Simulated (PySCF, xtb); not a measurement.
BH₃N, SMILES B=[NH2+], charge +1.

GFN2-xTB run with xtb at its own geometry gives an orbital gap of 5.18 eV.

Coordinates come from a PBE0-D3(BJ)/def2-TZVP optimisation. The isomer is the one that the SMILES or the coordinates give; other isomers of the formula were not compared.

What does M06-2X/def2-TZVPD in PySCF give? (An estimate is asked for; the answer gives what the named calculation found.)

gap 10.71 eV (levels -18.38 and -7.67 eV).
